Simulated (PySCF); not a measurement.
Ti²⁺ (titanium, charge +2) across methods

[Ar] 3d1 4s1, high-spin 3D determinant (an excited configuration). All numbers are calculated (PySCF 2.14, no relativity, point nucleus, in aug-cc-pVTZ with one added diffuse shell each of s, p, d, f, g type (9s8p6d4f3g, 118 functions)).

```tsv
method	E (hartree)	mean ε 3p β (eV)	mean ε 3d α (eV)	mean ε 4s α (eV)	Σ⟨r²⟩ (bohr²)	⟨S²⟩
B97-3	-848.320	-62.936	-28.056	-20.103	22.20	2.001
CAM-B3LYP	-848.457	-64.174	-29.541	-21.462	22.17	2.001
LDA	-846.340	-60.088	-25.833	-19.697	22.12	2.000
r2SCAN	-848.377	-60.975	-26.430	-19.619	22.23	2.001
UHF	-847.56046	-69.606	-33.628	-22.003	22.57	2.002
PBE	-848.177	-60.025	-25.926	-19.459	22.20	2.000
BP86	-848.504	-60.149	-26.025	-19.644	22.12	2.000
```

Q: Estimate the same row for PBE0.

A: E (hartree) = -848.226; mean ε 3p β (eV) = -62.760; mean ε 3d α (eV) = -28.036; mean ε 4s α (eV) = -20.206; Σ⟨r²⟩ (bohr²) = 22.23; ⟨S²⟩ = 2.001.
